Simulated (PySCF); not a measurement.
**Basis and Hamiltonian dependence of the ionisation energy of C⁺**

C⁺ [He] 2s2 2p1 (2P) → C²⁺ [He] 2s2 (1S). All values are computed (PySCF 2.14, energy differences of UHF-based or UKS calculations, no spin-orbit coupling). Values in eV.

| basis | Hamiltonian | functions | UHF | r2SCAN | PBE0 | MP2 (valence) | CCSD(T) (valence) | CCSD(T) (valence and next inner shell) |
| --- | --- | --- | --- | --- | --- | --- | --- | --- |
| 6-31G* | non-relativistic | 14 | 24.203 | 25.033 | n/a | 24.265 | 24.083 | n/a |
| x2c-SVPall | spin-free X2C | 14 | 24.304 | 25.131 | n/a | 24.351 | 24.149 | n/a |
| cc-pVDZ-DK | spin-free X2C | 14 | 24.184 | n/a | n/a | 24.235 | 24.059 | n/a |
| jorge-DZP-DKH | spin-free X2C | 15 | 24.157 | n/a | 24.812 | 24.217 | 24.053 | n/a |
| aug-cc-pVDZ | non-relativistic | 23 | 24.180 | 25.005 | 24.867 | 24.236 | 24.070 | n/a |
| pcseg-2 | non-relativistic | 30 | 24.187 | 25.048 | n/a | 24.387 | 24.248 | n/a |
| x2c-TZVPPall | spin-free X2C | 31 | 24.166 | 25.000 | 24.831 | 24.369 | 24.231 | 24.253 |
| x2c-TZVPall | spin-free X2C | 31 | 24.166 | n/a | n/a | 24.369 | 24.231 | n/a |
| x2c-TZVPPall with one added diffuse shell each of s, p, d type | spin-free X2C | 40 | 24.167 | 25.000 | 24.831 | 24.370 | 24.232 | 24.254 |
| dyall-av2z | non-relativistic | 42 | 24.155 | 24.985 | 24.830 | 24.263 | 24.116 | n/a |
| dyall-acv3z | non-relativistic | 76 | 24.171 | 25.003 | 24.838 | 24.385 | 24.250 | 24.287 |
| aug-cc-pVQZ | non-relativistic | 80 | 24.170 | 25.005 | 24.835 | 24.416 | 24.276 | n/a |
| aug-cc-pVQZ with one added diffuse shell each of s, p, d, f, g type | non-relativistic | 105 | 24.170 | 25.005 | 24.835 | 24.416 | n/a | n/a |
| aug-cc-pwCVQZ | non-relativistic | 109 | 24.170 | 25.007 | 24.836 | 24.424 | n/a | n/a |

Frozen in the all-electron rows: valence: 1s2; valence and next inner shell: nothing.

Reference for a calculation without spin-orbit coupling: 24.378 eV (measured, between term centres; NIST).
